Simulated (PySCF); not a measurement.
RuO3, SMILES [O]=[Ru](=[O])=[O] (connectivity only; charge and spin as stated), neutral, multiplicity 3. Geometry: PBE-D3(BJ)/def2-TZVP. The spin state was assumed, not searched. The def2 effective core potentials stand for the cores of Ru; spin–orbit coupling is left out.

These are PBE-D3(BJ)/def2-TZVP in PySCF values and carry that method's errors.

Harmonic wavenumbers (cm⁻¹): 116, 161, 294, 867, 904, 924. Rotational constants (GHz): 7.866, 6.610, 3.677; symmetry number 1.

**Question.** Work out the zero-point energy and the ideal-gas rigid-rotor harmonic-oscillator thermochemistry at 298.15 K and 1 atm.

**Answer.** ZPE = ½ Σ hcν = ½ × 3266 cm⁻¹ = 19.53 kJ/mol. H − E(el) = 34.49 kJ/mol. Entropy in J/(mol K): translation 171.16, rotation 104.32, vibration 31.73, spin 9.13, total 316.34. G − E(el) = -59.82 kJ/mol. Cp = 62.63 J/(mol K). Modes under 150 cm⁻¹ make the vibrational entropy uncertain.
